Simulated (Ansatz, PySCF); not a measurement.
Process, species as SMILES: SC1CCCCC1 + H+ -> [SH2+]C1CCCCC1
Geometries: B3LYP-D3(BJ)/def2-TZVP minima from Ansatz (an electronic-structure program), one conformer each, not searched for the lowest. Frequencies are from Ansatz or PySCF.

Wanted: proton affinity (enthalpy at 298 K, with B3LYP-D3(BJ) rigid-rotor harmonic-oscillator terms), positive where the reaction releases energy, in kcal/mol. Cores are frozen in the correlated levels unless marked. Spin-orbit coupling is left out. No relativistic terms. CBS(X,Y): correlation extrapolated as X^-3; Hartree-Fock from the larger set. [CCSD(T)-MP2]/basis is that difference in the basis named.

| level | program | proton affinity (kcal/mol) |
|---|---|---|
| revPBE/def2-TZVPD | Ansatz | [?] |
| r2SCAN-D4/def2-TZVPD | Ansatz + dftd4 | 197.9 |
| PBE0/def2-TZVP | Ansatz | 197.6 |
| r2SCAN0/def2-TZVPD | Ansatz | 197.2 |
| HSE06-D3(BJ)/def2-TZVPD | Ansatz + dftd3 | 197.9 |
| CAM-B3LYP-D4/def2-TZVPD | Ansatz + dftd4 | [?] |
| LC-wPBE/def2-TZVPD | Ansatz | 197.0 |
| B2GP-PLYP-D3(BJ)/def2-TZVPD | Ansatz + dftd3 | [?] |
| B2PLYP-D4/def2-TZVPD | Ansatz + dftd4 | [?] |
| RPA@PBE/cc-pV(T+d)Z | Ansatz | 200.6 |
| SCS-MP2/cc-pV(D+d)Z | Ansatz | 197.7 |
| CCSD/STO-3G | Ansatz | 252.5 |
| CCSD/cc-pV(T+d)Z | Ansatz | 197.3 |
| RI-MP2/CBS(cc-pV(T+d)Z,cc-pV(Q+d)Z)+[CCSD(T)-MP2]/cc-pV(T+d)Z | Ansatz | 195.4 |

### Question
What belongs in the gaps?

### Answer

- revPBE/def2-TZVPD, proton affinity (kcal/mol): 199.7
- CAM-B3LYP-D4/def2-TZVPD, proton affinity (kcal/mol): 194.4
- B2GP-PLYP-D3(BJ)/def2-TZVPD, proton affinity (kcal/mol): 195.6
- B2PLYP-D4/def2-TZVPD, proton affinity (kcal/mol): 195.2
